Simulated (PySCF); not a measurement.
Compound: C4H8F2Si.
Atom-mapped SMILES: `[F:1][C@@H:2]1[CH2:3][CH2:4][C@H:5]([F:6])[SiH2:7]1`

Cartesian coordinates in Å at the PBE0-D3(BJ)/def2-SVP level; atoms count from 1:
```
atom  x, y, z in Å
F1    -0.1732   -1.1249   -1.7188
C2    -0.7717   -0.8589   -0.4897
C3    -1.0198    0.6421   -0.3849
C4     0.3244    1.3407   -0.1801
C5     1.0231    0.6945    1.0152
F6     2.3833    0.9252    0.9866
Si7    0.5244   -1.1626    0.8935
H8    -1.7080   -1.4373   -0.4356
H9    -1.5421    1.0086   -1.2830
H10   -1.6890    0.8282    0.4748
H11    0.2209    2.4305   -0.0609
H12    0.9523    1.1658   -1.0690
H13    0.6289    1.1257    1.9548
H14    1.6372   -2.0553    0.4693
H15   -0.1026   -1.6634    2.1549
```

NICS = −σ at a ghost point: NICS(0) at the centroid of the ring atoms, NICS(1) 1 Å to either side along the normal of their mean plane, zz for the tensor component along that normal. Level: GIAO PBE0/pcSseg-1 (PySCF, non-relativistic, gas phase) on the PBE0-D3(BJ)/def2-SVP geometry, one conformer.

Ring bond lengths (Å), with Mayer bond orders in brackets: C2–C3 1.525 (1.01), C3–C4 1.529 (1.00), C4–C5 1.528 (1.01), C5–Si7 1.927 (0.88), Si7–C2 1.920 (0.86).

What do the NICS probes read (ppm)?

```tsv
ring	type	NICS(0)	NICS(1), two faces	NICS(1)zz, two faces	rms pucker (Å)	centre to ring atoms, mean (Å)
C2–C3–C4–C5–Si7	5-membered ring with Si; formal bonds all single	-3.8	-1.8 / -5.4	1.6 / -4.1	0.20	1.40
```

What can be read from them?

- C2–C3–C4–C5–Si7: mean NICS(1)zz -1.3 ppm, near zero. C2, C3, C4, C5, Si7 have four or more neighbours, and the NICS criterion for π rings isn't applied. The two faces differ by 5.7 ppm, so no symmetry operation interchanges them.

At the first NICS(1) probe listed for ring C2–C3–C4–C5–Si7, 1 Å off the ring, what do the in-plane components average?

The isotropic value is a third of the trace: (3 × -1.8 − (1.6))/2 = -3.5 ppm.

How do the values depend on the level or the medium?

```json
{"level": "PBE0/pcSseg-1, gas", "NICS(0), C2–C3–C4–C5–Si7": "-3.8", "mean NICS(1)zz, C2–C3–C4–C5–Si7": "-1.3"}
{"level": "PBE0/pcSseg-1, IEF-PCM chloroform", "NICS(0), C2–C3–C4–C5–Si7": "-3.8", "mean NICS(1)zz, C2–C3–C4–C5–Si7": "-1.2"}
{"level": "PBE0/pcSseg-1, IEF-PCM water", "NICS(0), C2–C3–C4–C5–Si7": "-3.8", "mean NICS(1)zz, C2–C3–C4–C5–Si7": "-1.2"}
```

The geometry is the same throughout; the continuum's cavity takes Bondi-type radii × 1.2.
